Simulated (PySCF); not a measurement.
Exercise with solution: oscillator strength and radiative lifetime

C3H4BF3, SMILES C/C(F)=C\B(F)F.

The structure is a stationary point at PBE-D3(BJ)/def2-SVP. The structure was generated by enumeration; whether it is a known compound was not checked. One conformer was computed; it need not be the lowest.

TDDFT-CAM-B3LYP/def2-SVPD in PySCF puts the first singlet state with f over 0.02 at 6.25 eV (vertical), with the transition dipole (-0.452, -1.595, 0.000) in atomic units.

**Question.** Find the oscillator strength, the wavelength and the radiative lifetime that this transition would have in vacuum if emission retraced absorption.

**Answer.** 
|μ|² = 2.7483 au, so |μ| = 4.21 D. ΔE = 6.25/27.211 = 0.2297 hartree. f = (2/3) ΔE |μ|² = 0.421 (the program prints 0.421).
λ = 1239.84/6.25 = 198 nm; ν = 50410 cm⁻¹.
Einstein's coefficient A = 0.6670 ν² f s⁻¹ (ν in cm⁻¹) = 7.1e8 s⁻¹, so τ = 1/A = 1.4 ns. This state is S1. The figure is the radiative limit of this one transition; relaxation, internal conversion, crossing to triplets and a medium change what is measured.
